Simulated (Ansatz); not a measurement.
Born–Oppenheimer molecular dynamics of BrFH6O2W (11 atoms, charge 0, multiplicity 1). It starts at the highest image of a converged band. Of that band: The profile has 2 maxima (images 2, 4) with wells between them (image 3): this band takes more than one step, which may be the mechanism or a detour left from its start path. A vibrational analysis at the climbing image gives one clearly imaginary mode, 545i cm⁻¹: a first-order saddle point.

All numbers below come from RKS BLYP-D4/def2-SVP (Ansatz 0.2.0).

* ensemble: NVE (velocity Verlet)
* time step: 0.5 fs
* steps asked: 200
* starting velocities drawn for: 300 K
* seed: 5765

First frame:

```xyz
11
Properties=species:S:1:pos:R:3
W 0.334 0.168 -0.165
F 0.290 0.056 1.958
O 2.114 -0.589 0.139
H 2.208 -1.543 0.332
H -0.764 1.402 0.331
H -1.330 -0.051 0.143
H -0.142 -1.469 -0.174
O 0.158 0.534 -1.942
H 0.197 0.792 -2.878
Br 1.751 2.337 1.217
H 0.957 1.066 2.013
```

(1) How far do the bonds stretch over the last three quarters of this one trajectory? (Pairs bonded in most of those frames.)

Answers

(1) 
```
   bond  mean (Å)  spread (Å)  shortest  longest
  W1–F2     2.387       0.038      2.28     2.42
  W1–O3     1.964       0.020      1.93     2.01
  W1–H5     1.730       0.011      1.71     1.75
  W1–H6     1.710       0.007      1.70     1.73
  W1–H7     1.703       0.006      1.69     1.71
  W1–O8     1.839       0.022      1.80     1.88
W1–Br10     2.751       0.113      2.56     2.91
 F2–H11     1.010       0.055      0.91     1.11
  O3–H4     0.978       0.003      0.97     0.98
  O8–H9     0.982       0.021      0.95     1.02
```

Mean temperature of the second half: 263 K. The conserved energy stayed within 0.14 meV per atom of its start (net change -0.097 meV per atom), so the integration is sound. A run of 0.1 ps of so small a system gives no equilibrium averages. The orbitals stay closed-shell, which can raise the energy where a bond breaks towards radicals; this wasn't checked here.

Run time: 9 min on 4 threads of Intel(R) Xeon(R) Platinum 8259CL CPU @ 2.50GHz (Skylake/Cascade Lake) (shared host), peak memory 0.24 GiB.
